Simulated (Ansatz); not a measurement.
AsAsAsAs tetrahedron (As₄). Total charge 0; singlet. Geometry PBE-D4/def2-SVP; atoms count from 1.

Cartesian coordinates in Å:
```
As 1.299 -0.030 0.766
As -0.106 -1.235 -0.859
As -1.155 0.039 0.969
As -0.038 1.227 -0.877
```

Q: Estimate the Mulliken populations from the PBE0/def2-TZVP orbitals of Ansatz.

A: 
| atom | charge (e) |
| --- | --- |
| As1 | 0.00 |
| As2 | 0.00 |
| As3 | 0.00 |
| As4 | 0.00 |
Mulliken values and Mayer orders depend strongly on the basis.

Q: And the Mayer bond orders between bonded heavy atoms (over 0.3)?

A: As1–As2 1.02 (2.46 Å); As1–As3 1.02 (2.46 Å); As1–As4 1.02 (2.46 Å); As2–As3 1.02 (2.46 Å); As2–As4 1.02 (2.46 Å); As3–As4 1.02 (2.46 Å).
